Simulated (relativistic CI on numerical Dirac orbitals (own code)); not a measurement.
Hyperfine structure of Sb¹⁰⁺, mass number 123

Method of calculation: Dirac-Coulomb-Breit CI, separate exchange-only KLI orbitals for each configuration, model QED (radiative potential, 1s self-energy scaled to tabulated hydrogen-like ionisation energies), unscaled Slater integrals (own radial code, finite nucleus).

Configurations in the expansion (outside the closed core [Ar] 3d10): 4s²4p⁶4d⁵, 4s²4p⁵4d⁶, 4s²4p⁶4d⁴4f, 4s²4p⁶4d⁴5s, 4s²4p⁴4d⁷, 4s4p⁶4d⁶, 4s²4p⁶4d⁴5p, 4s²4p⁶4d³5s², 4s²4p⁶4d³4f5s, 4s²4p⁶4d⁴5d, 4s²4p⁶4d³5s5p, 4p⁶4d⁷, 4s²4p⁶4d³5p², 4s²4p⁶4d⁴6s, 4s²4p⁶4d⁴5g. Levels of other configurations are missing.

Nuclear spin I = 7/2, μ = 2.5457 μN, Q = -0.692 b (tables of Stone and Pyykkö). The electronic factors are computed for point nuclear moments, without core polarisation or the Bohr-Weisskopf and QED corrections.

```json
{"Level": "4s²4p⁶4d⁵ ⁴P3/2", "E (cm⁻¹)": "43811.3", "A (MHz)": "1121", "B (MHz)": "-1040"}
{"Level": "4s²4p⁶4d⁵ ⁴G7/2", "E (cm⁻¹)": "44160.9", "A (MHz)": "1278", "B (MHz)": "-892"}
{"Level": "4s²4p⁶4d⁵ ⁴G5/2", "E (cm⁻¹)": "44395.0", "A (MHz)": "1169", "B (MHz)": "-486"}
{"Level": "4s²4p⁶4d⁵ ⁴G11/2", "E (cm⁻¹)": "45410.2", "A (MHz)": "1312", "B (MHz)": "27.7"}
{"Level": "4s²4p⁶4d⁵ ⁴G9/2", "E (cm⁻¹)": "46129.9", "A (MHz)": "1235", "B (MHz)": "-638"}
{"Level": "4s²4p⁶4d⁵ ⁴P1/2", "E (cm⁻¹)": "46752.6", "A (MHz)": "-666.5", "B (MHz)": ""}
{"Level": "4s²4p⁶4d⁵ ⁴D7/2", "E (cm⁻¹)": "52946.5", "A (MHz)": "853.4", "B (MHz)": "-479"}
{"Level": "4s²4p⁶4d⁵ ⁴D5/2", "E (cm⁻¹)": "56125.8", "A (MHz)": "1129", "B (MHz)": "337"}
```

Levels with J = 0, under 50 % of one LS term, or S terms without an open s electron are left out. Small factors come from cancelling terms and can be off by tens of per cent or more.

At this charge energies of transitions that change n are usually good to better than 1 %, and those within a shell (Δn = 0) to a few per cent. Terms inside the open d or f shell come out 10 to 20 % too wide with unscaled integrals. Levels and lines within the n = 5 or 6 shells can be off by up to 10 % or somewhat more, and those that change n by about 2 %, since core polarisation is missing.

**Question.** Give the hyperfine levels of 4s²4p⁶4d⁵ ⁴P3/2 relative to its centre of gravity.

**Answer.** With K = F(F + 1) − I(I + 1) − J(J + 1), E = AK/2 + B[¾K(K + 1) − I(I + 1)J(J + 1)]/[2I(2I − 1)J(2J − 1)]: F = 2: -8120, F = 3: -4018, F = 4: 761.2, F = 5: 5625 MHz.

LS names give the leading component of a level, which can be under half, so a name can repeat, a term be missing and a line seem to break the LS rules.
